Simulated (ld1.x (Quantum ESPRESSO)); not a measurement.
# Ir, TM: configuration errors across variants

| Quantity | Value |
| --- | --- |
| Element | Ir (Z = 77) |
| Generator | ld1.x (Quantum ESPRESSO) 7.5 |
| Type | norm-conserving Troullier–Martins (Kleinman–Bylander form) |
| Functional | PBEsol |
| Relativity | fully relativistic |
| Frozen core | [Kr] 4d10 4f14 5s2 |
| Valence charge | 15 |
| Reference configuration | 5p6 5d7 6s1 6p0 (charge +1) |
| Partial waves | 6s (bound): rc 2.05 bohr; 5p (bound): rc 1.50 bohr; 5d (bound): rc 1.50 bohr |
| Local potential | all-electron potential smoothed inside 1.15 bohr (lloc = -1) |
| Core correction | none |

Open shells are filled in proportion to 2j + 1 (rel_dist='average').

All-electron excitation energies from the reference (eV): (1) 5p6 5d7 6s2 6p0 -9.937; (2) 5p6 5d7 6s0 6p0 17.501; (3) 5p6 5d6 6s0 6p0 48.070; (4) 5p6 5d7.5 6s1.5 6p0 -10.221; (5) 5p6 5d7 6s0 6p2 1.053; (6) 5p6 5d7 6s1 6p1 -4.608.

Tests that are not counted but printed errors over 1 eV. “base”: 5p5 5d7 6s2 6p0 (solver errors, printed error -1781 eV). “wave 5d (bound): rc 1.50 bohr becomes 5d (bound): rc 1.28 bohr”: 5p5 5d7 6s2 6p0 (solver errors, printed error -1913 eV). “wave 6s (bound): rc 2.05 bohr becomes 6s (bound): rc 2.12 bohr”: 5p5 5d7 6s2 6p0 (solver errors, printed error -1971 eV).

1 further variants failed, have other tests or too few solved ones, and are left out.

A true bound ghost makes a file unfit for plane-wave use even where its test errors are small: the radial tests pick states by their node count and pass the ghost by. Where a test does run into it, the solver fails or the error is huge.

Errors AE − PS in meV (a dash: test not solved or not reliable):

```tsv
change	(1)	(2)	(3)	(4)	(5)	(6)	bound ghosts
base	+3.0	-7.3	+18	+20	+234	+104	s
wave 5d (bound): rc 1.50 bohr becomes 5d (bound): rc 1.28 bohr	+3.0	-7.3	+18	+20	+234	+104	s
wave 6s (bound): rc 2.05 bohr becomes 6s (bound): rc 2.12 bohr	+1.7	-8.7	+20	+19	+233	+104	s
```

(1) Give the same row for: local potential the s channel.

Results:

(1) -4.7, -9.0, -49, -3.1, -1420, -588; bound ghosts: none.
